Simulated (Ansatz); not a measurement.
`C[SiH](F)[GeH3]` + H₂O → `C[SiH](O)F` + GeH₄ at 298.15 K and 1 bar (formal hydrolysis of the Si–Ge bond).

Gas-phase electronic energies from Ansatz, PBE0-D4/def2-TZVP geometries. CCSD(T)/CBS is the MP2 limit (def2-TZVPP, def2-QZVPP) plus CCSD(T) − MP2 in def2-TZVPP, frozen cores. This one scheme is used for every species. For Ge outer-core shells are correlated without core-valence functions, which leaves a few kJ/mol of doubt a bond. Scalar relativity is left out up to krypton. Each species was taken in one conformer, which may not be the lowest.

```
          species  CCSD(T)/CBS energy (Eh)  H − E (kJ/mol)  S (J/(mol·K))
`C[SiH](F)[GeH3]`              -2507.31933           210.8          362.8
              H₂O                -76.37941            66.4          188.7
     `C[SiH](O)F`               -505.24344           182.7          314.7
             GeH₄              -2078.49493            88.5          217.3
```

H − E and S are ideal-gas, rigid-rotor, harmonic terms from PBE0-D4/def2-TZVP, for one conformer and one mirror image of each species. 1 Eh = 2625.50 kJ/mol, R = 8.31446 J/(mol·K).

**Question.** By hand: ΔE, ΔH, ΔS and ΔG.

**Answer.** ΔE = (-505.24344) + (-2078.49493) − (-2507.31933) − (-76.37941) = -0.03963 Eh = -104.0 kJ/mol. Δ(H − E) = 182.7 + 88.5 − 210.8 − 66.4 = -6.0, so ΔH = -110.0 kJ/mol. ΔS = 314.7 + 217.3 − 362.8 − 188.7 = -19.5 J/(mol·K). ΔG = -110.0 − 298.15 × (-19.5)/1000 = -104.2 kJ/mol.

**Question.** By hand: the equilibrium constant, and the temperature at which ΔG would vanish if ΔH and ΔS stayed fixed.

**Answer.** log₁₀ K = −ΔG/(RT ln 10) = 18.3. ΔG = 0 at ΔH/ΔS = 5641 K, far beyond where these terms or the molecules hold.

ΔH outweighs TΔS. A doubt of 5 kJ/mol in ΔE shifts log₁₀ K by 0.9 here. Other conformers and mirror images would add mixing entropy, several J/(mol·K) or more a flexible species. These are equilibria of isolated gas molecules and say nothing of rates. Largest T1 diagnostic: 0.012 (customary marks: 0.02 for closed shells, 0.045 for open ones).
